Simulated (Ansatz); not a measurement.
Species: H₆SiSn with one electron removed (charge 1, multiplicity 2), formula H6SiSn.

**Question.** How many basis functions does frozen-core CCSD(T)/def2-TZVPP // B3LYP-D3(BJ)/def2-TZVP run with Ansatz (a quantum-chemistry and plane-wave program) use, how many core orbitals are frozen, and how many electrons are correlated?

**Answer.** 176 basis functions and 9 frozen orbitals, which leaves 23 correlated electrons (filled d shells below the valence shell are correlated). Core time is of the order of minutes.
